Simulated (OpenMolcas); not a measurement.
Zr3+ (d1) among equal point charges was computed by CASSCF with the d shell active (OpenMolcas, ANO-RCC-VDZP on the metal). Its lowest spin-free states, and all those of the highest spin:

```csv
2S+1,Degeneracy,E (cm-1)
2,2,0.0
2,3,10791
```

**Question.** Is the site octahedral, tetrahedral or cube-like, axial, or of lower symmetry?

**Answer.** The states with 2S+1 = 2 have orbital degeneracies 2, 3. Threefold states need a cubic site. For d1 at this spin an octahedron puts the threefold T2 below the twofold E and a tetrahedron or cube puts the twofold E below the threefold T2, so the site is a tetrahedron or a cube, which this pattern cannot tell apart. The first gap at this spin, 10800 cm-1, is |10Dq| in ligand-field theory. The run had Zr3+ among 8 point charges of -1 e arranged as a cube (Oh), 2.06 Å from the ion.

An orbital doublet at a regular site is open to a Jahn-Teller distortion, which this geometry leaves out. Point charges carry no covalency, so the field is a model and not that of real ligands. No measured value stands beside these numbers.
